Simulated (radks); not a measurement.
Task: These are the eigenvalues of the occupied orbitals of an atom or ion with whole-number occupations (hartree). All-electron calculation, scalar-relativistic Kohn-Sham, Slater X-alpha with alpha = 0.861, spin-polarised, spherical densities, point nucleus. Program: a radial shooting solver on a logarithmic mesh with Libxc functionals.

orbital  eigenvalue
1s up     -20.00567
1s down   -19.86313
2s up      -1.65018
2s down    -1.30921
2p up      -1.09768

Which element is it, and in what charge state? The configuration may be excited. Open shells, if any, are filled with parallel spins first.

Result: Z = 8, oxygen, charge +1: O+ in [He] 2s2 2p3. The list shows which subshells hold electrons but not how many an open one holds; the 1s level, -20.006 hartree, gives Z - s = 6.3 by -(Z - s)^2/2, which with screening and relativity narrows Z to a few neighbours, and the depths of the outer levels then fix element, charge and occupations together.
